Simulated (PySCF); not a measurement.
Species: CH₃F₃OSi.
Geometry (PBE0-D3(BJ)/def2-SVP, Å), atoms numbered from 1 in this order:
```
atom  x, y, z in Å
O1    -1.617    0.877    0.466
Si2   -0.754   -0.326   -0.276
C3     1.119   -0.156    0.158
F4     1.585    1.056   -0.200
F5     1.855   -1.071   -0.494
F6     1.367   -0.302    1.465
H7    -1.442    1.785    0.202
H8    -0.821   -0.262   -1.764
H9    -1.234   -1.619    0.263
```

Jobs on this species (9 atoms, 58 electrons) with PySCF (density fitting). Hardware of each: an Arm Neoverse V1 with one thread, shared host. Other jobs ran on the host; a repeat could differ by tens of per cent or more. Peak memory is the resident size of the whole Python process, interpreter and libraries included.

```json
{"level and settings": "delta-SCF UKS SCAN, pcX-2 on the ionised atom, pcseg-1 elsewhere, non-relativistic", "work": "ΔSCF core ionisation, 5 holes", "basis functions": "145", "SCF cycles": "?", "wall time": "?", "peak memory": "?"}
{"level and settings": "delta-SCF UKS HF, pcX-2 on the ionised atom, pcseg-1 elsewhere, spin-free X2C", "work": "ΔSCF core ionisation, 5 holes", "basis functions": "145", "SCF cycles": "?", "wall time": "?", "peak memory": "?"}
{"level and settings": "delta-SCF UKS B3LYP, pcX-2 on the ionised atom, pcseg-1 elsewhere, spin-free X2C", "work": "ΔSCF core ionisation, 5 holes", "basis functions": "145", "SCF cycles": "?", "wall time": "?", "peak memory": "?"}
{"level and settings": "delta-SCF UKS SCAN, pcX-2 on the ionised atom, pcseg-1 elsewhere, spin-free X2C", "work": "ΔSCF core ionisation, 5 holes", "basis functions": "145", "SCF cycles": "79", "wall time": "23 s", "peak memory": "0.44 GiB"}
{"level and settings": "PBE0-D3(BJ)/def2-SVP, grid level 1", "work": "geometry optimisation from a GFN2-xTB start shaken at random", "basis functions": "103", "SCF cycles": "69", "wall time": "42 s", "peak memory": "0.42 GiB"}
{"level and settings": "delta-SCF UKS PBE, pcX-2 on the ionised atom, pcseg-1 elsewhere, spin-free X2C", "work": "ΔSCF core ionisation, 5 holes", "basis functions": "145", "SCF cycles": "80", "wall time": "14 s", "peak memory": "0.51 GiB"}
{"level and settings": "delta-SCF UKS PBE0, pcX-2 on the ionised atom, pcseg-1 elsewhere, spin-free X2C", "work": "ΔSCF core ionisation, 5 holes", "basis functions": "145", "SCF cycles": "72", "wall time": "28 s", "peak memory": "0.51 GiB"}
{"level and settings": "delta-SCF UKS SCAN, def2-TZVP on the ionised atom, pcseg-1 elsewhere, spin-free X2C", "work": "ΔSCF core ionisation, 5 holes", "basis functions": "122", "SCF cycles": "78", "wall time": "20 s", "peak memory": "0.51 GiB"}
{"level and settings": "delta-SCF UKS SCAN, pcX-1 on the ionised atom, pcseg-1 elsewhere, spin-free X2C", "work": "ΔSCF core ionisation, 5 holes", "basis functions": "125", "SCF cycles": "78", "wall time": "18 s", "peak memory": "0.51 GiB"}
```

Question: Fill in the missing figures.

Answer: 
- delta-SCF UKS SCAN, pcX-2 on the ionised atom, pcseg-1 elsewhere, non-relativistic; ΔSCF core ionisation, 5 holes: 22 s, 0.51 GiB, 78 SCF cycles
- delta-SCF UKS HF, pcX-2 on the ionised atom, pcseg-1 elsewhere, spin-free X2C; ΔSCF core ionisation, 5 holes: 18 s, 0.51 GiB, 68 SCF cycles
- delta-SCF UKS B3LYP, pcX-2 on the ionised atom, pcseg-1 elsewhere, spin-free X2C; ΔSCF core ionisation, 5 holes: 30 s, 0.51 GiB, 72 SCF cycles

Question: What do all jobs in the table cost together?

Answer: About 3.6 min; the longest takes about 20 % of that, and about 3 times as long as the shortest.
